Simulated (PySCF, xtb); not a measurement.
CH4BClO, SMILES CB(O)Cl.

GFN2-xTB (xtb) at its own geometry gives an orbital gap of 5.66 eV and a dipole moment of 1.42 D.

Coordinates come from a B3LYP-D3(BJ)/def2-SVP optimisation. One conformer was computed; it need not be the lowest.

**Question.** What does M06-2X/def2-TZVPD (PySCF) give? (The exact figures need the calculation; the answer reports its results.)

**Answer.** gap 10.19 eV (levels -10.29 and -0.10 eV), dipole 0.60 D.
